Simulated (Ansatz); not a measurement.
Species: CH3OSSi, SMILES `[O-][SiH2]C=S` (O–Si–C–S torsion 139°) (charge -1, multiplicity 1).

Problem. Give a relaxed geometry from CAM-B3LYP-D3(BJ)/def2-TZVPD run with Ansatz (a quantum-chemistry and plane-wave program).

Solution. One answer among several that fit: the end point of this relaxation, one of several conformers (outside a Z-matrix the atoms follow the SMILES, hydrogens last).
Z-matrix (Å, degrees):
```
Si
O 1 1.5551
H 1 1.5043 2 118.70
H 1 1.5179 3 103.46 2 -132.52
C 1 1.9249 3 102.57 4 -102.58
H 5 1.0942 1 114.59 3 -168.61
S 5 1.6207 6 116.13 1 -179.41
```
